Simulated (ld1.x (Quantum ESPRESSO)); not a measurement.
# Which change was made? (Ga, TM)

ld1.x (Quantum ESPRESSO) 7.5 input, shortened:

```
&input
   title='Ga', zed=31., rel=1, dft='PBESOL', iswitch=3,
   config='[Ar] 3d10 4s2 4p1'
 /
 &inputp
   pseudotype=2, tm=.true., lloc=0,
   nlcc=.true., new_core_ps=.true., rcore=1.40
 /
2
4P  2  1   1.00   0.00  2.25  2.25  0.0
4S  1  0   2.00   0.00  1.65  1.65  0.0
 &test
   configts(1)='4s2 4p1'
 /
```

Cutoffs, loose and tight: the cutoffs (Ry, on a coarse ladder) from which the occupation-weighted sum of valence levels, in a spherical-Bessel basis at the reference potential, stays within 10 and 1 mRy of its value at 400 Ry. They do not see the model core or the augmentation charge, which bear on the density cutoff. Test errors are all-electron minus pseudo excitation energies from the reference, over the configurations 4s2 4p0; 4s1 4p0; 4s2 4p0.5; 4s1 4p1; 4s0 4p3; 4s2 4p1.3; 4s1 4p2; variants that change the core or the reference have their own tests.

The base gives: outcome: generated; cutoff, loose: 15 Ry; cutoff, tight: 35 Ry; bound ghosts: none; largest test error (meV): -190.

Problem. After one change the result is: outcome: generated; cutoff, loose: 10 Ry; cutoff, tight: 21 Ry; bound ghosts: none; largest test error (meV): -192. Which change was it?
A. type ultrasoft; waves now 4s (bound): rcut 1.45, rcutus 1.65 bohr; 4s channel at 1.8 Ry: rcut 1.45, rcutus 1.65 bohr; 4p (bound): rcut 1.95, rcutus 2.25 bohr; 4p channel at 1.7 Ry: rcut 1.95, rcutus 2.25 bohr; local potential all-electron potential smoothed inside 1.95 bohr (lloc = -1); augmentation PSQ, radius 1.40 bohr
B. wave 4s (bound): rc 1.65 bohr becomes 4s (bound): rc 2.52 bohr
C. all radii but the core radius scaled by about 0.81 (s 1.34, p 1.82 bohr)
D. core correction none

Solution. B. The others give: core correction none → outcome: generated; cutoff, loose: 15 Ry; cutoff, tight: 35 Ry; bound ghosts: none; largest test error (meV): +58 | type ultrasoft; waves now 4s (bound): rcut 1.45, rcutus 1.65 bohr; 4s channel at 1.8 Ry: rcut 1.45, rcutus 1.65 bohr; 4p (bound): rcut 1.95, rcutus 2.25 bohr; 4p channel at 1.7 Ry: rcut 1.95, rcutus 2.25 bohr; local potential all-electron potential smoothed inside 1.95 bohr (lloc = -1); augmentation PSQ, radius 1.40 bohr → outcome: generated; cutoff, loose: 12 Ry; cutoff, tight: 18 Ry; bound ghosts: none; largest test error (meV): -213 | all radii but the core radius scaled by about 0.81 (s 1.34, p 1.82 bohr) → outcome: generated; cutoff, loose: 40 Ry; cutoff, tight: 120 Ry; bound ghosts: p; largest test error (meV): -185.
